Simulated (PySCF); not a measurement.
## Structure from 2D NMR

Compound of formula C$_{5}$H$_{6}$F$_{4}$O$_{2}$. Correlations simulated from computed shifts and the bond graph:

HSQC (one-bond C–H):
```
  δH     δC
6.13  116.7
4.52   60.7
4.19   60.7
2.81   41.7
```

COSY cross peaks (H two or three bonds apart, from the bond graph; peaks can be absent where the dihedral angle is near 90°):
```
  δH    δH
4.52  4.19
4.52  2.81
4.19  2.81
```

HMBC (two and three bonds, from the bond graph):
```
  δH                        δC
6.13                      60.7
4.52  133.5, 116.7, 60.7, 41.7
4.19  133.5, 116.7, 60.7, 41.7
2.81               133.5, 60.7
```

Carbons without hydrogens: δ 133.5.

Computational details: PBE0/pcSseg-1 with gauge-including orbitals, GFN2-xTB geometry, in PySCF (no solvent, one computed conformer, non-relativistic, rapidly exchanging positions averaged).

δ = σ(ref) − σ, references computed at the same level: 1H (σref 31.72) and 13C (σref 186.93) against TMS.

Exchangeable hydrogens are left out of these lists.

Task: Which molecule is this?

Result: SMILES FC(F)(F)[C@H]1CO[C@@H](F)OC1.

Atoms are numbered as in `[F:1][C:2]([F:3])([F:4])[C@H:5]1[CH2:6][O:7][C@@H:8]([F:9])[O:10][CH2:11]1`. Each H is labelled by its parent atom. Ha(C6), Ha(C11) are cis to C2 on the ring; Hb(C6), Hb(C11) are trans to C2 on the ring.

1. δC 133.5 is C2, a CF3 carbon.
2. δC 116.7 is C8, an sp3 carbon bearing two oxygens (δH 6.13).
3. δC 60.7 is C6/C11, an sp3 CH2 bonded to O (δH 4.19, 4.52).
4. δC 41.7 is C5, an sp3 CH in a ring (δH 2.81).
5. HMBC from δH 4.52 reaches the proton-free carbon C2.
6. HMBC from δH 4.19 reaches the proton-free carbon C2.
7. HMBC from δH 2.81 reaches the proton-free carbon C2.
8. COSY links 4.52–4.19, 4.52–2.81, 4.19–2.81.

The data come from this structure; uniqueness wasn't tested.

Shifts are as computed. Against solution values, carbons near 30 ppm lie about +3 ppm off and those near 130 ppm about +5 ppm. Of 1211 compounds with measured shifts, 218 miss one by over three times the rms of a fit or turn the order of signals round; such compounds aren't used in these exercises.
